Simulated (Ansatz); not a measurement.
Species: H₂B, SMILES `[BH2]` (charge 0, multiplicity 2).

Give a relaxed geometry from PBE0-D3(BJ)/def2-TZVP run with Ansatz (a quantum-chemistry and plane-wave program).

the end point of this relaxation (outside a Z-matrix the atoms follow the SMILES, hydrogens last).
Cartesian coordinates (Å) in one orientation:
```xyz
3

B      0.000     0.339     0.000
H      1.077    -0.169     0.000
H     -1.077    -0.170     0.000
```
